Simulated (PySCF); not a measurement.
Species: C5H9NO.
Z-matrix (Å and degrees, GFN2-xTB geometry), rows numbered from 1:
```
C 
C   1  1.3236
C   2  1.4883  1  120.51
O   3  1.2196  2  121.61  1    27.82
N   3  1.3582  2  116.50  1  -152.77
C   5  1.4428  3  124.53  2     4.22
C   5  1.4440  3  119.22  2  -174.74
H   1  1.0777  2  120.18  3     2.18
H   1  1.0771  2  122.54  3  -177.83
H   2  1.0800  1  121.46  3   176.67
H   6  1.0956  5  111.59  3   -86.11
H   6  1.0889  5  111.01  3    35.92
H   6  1.0897  5  108.67  3   154.64
H   7  1.0925  5  110.40  3   119.31
H   7  1.0924  5  110.65  3  -119.78
H   7  1.0881  5  107.90  3    -0.29
```

Structure optimised with GFN2-xTB, isolated species.

Masses are those of the commonest isotopes; rigid-rotor values at the optimised geometry. The values belong to one conformer with, in the numbering `[CH2:1]=[CH:2][C:3](=[O:4])[N:5]([CH3:6])[CH3:7]`, C1–C2–C3–O4 28°, C2–C3–N5–C6 4°.

Q: Give the principal moments of inertia and the rotational constants in GHz.

A: Ia = 107.26, Ib = 247.38, Ic = 343.58 u·Å²; 505379 MHz·u·Å²/I gives 4712, 2043 and 1471 MHz, that is A = 4.7118, B = 2.0429, C = 1.4709 GHz.

Q: What kind of rotor is it?

A: An asymmetric top; Ray's κ = -0.647.

Q: Is it planar, by Δ = Ic − Ia − Ib?

A: Not planar: Δ = Ic − Ia − Ib = -11.06 u·Å². For a rigid frame Δ = −2 Σ m c², so Σ m c² = 5.53 u·Å² lies off the ab plane: 4.26 from hydrogen and 1.27 from heavier atoms. The atom farthest from that plane is 0.98 Å away.

Q: Where do the levels up to J = 4 lie, in MHz?

A: Above 0(0,0):
J = 1: 1(0,1) 3514, 1(1,1) 6183, 1(1,0) 6755
J = 2: 2(0,2) 10459, 2(1,2) 12638, 2(1,1) 14354, 2(2,1) 22361, 2(2,0) 22443
J = 3: 3(0,3) 20682, 3(1,3) 22274, 3(1,2) 25698, 3(2,2) 32903, 3(2,1) 33304, 3(3,1) 47725, 3(3,0) 47733
J = 4: 4(0,4) 33998, 4(1,4) 35040, 4(1,3) 40708, 4(2,3) 46893, 4(2,2) 48033, 4(3,2) 61925, 4(3,1) 61977, 4(4,1) 82481, 4(4,0) 82481

Q: Estimate the classical rotational partition function at 50 K, 200 K and 298.15 K.

A: Point group C1, symmetry number σ = 1; q = (√π/σ)·√((kT/h)³/(ABC)), k/h = 20836.6 MHz/K: 15800 at 50 K, 127000 at 200 K, 231000 at 298.15 K.

Stationary, but not proved a minimum. These are rigid-rotor constants of the computed structure; measured ground-state constants (B0) also hold zero-point vibration.
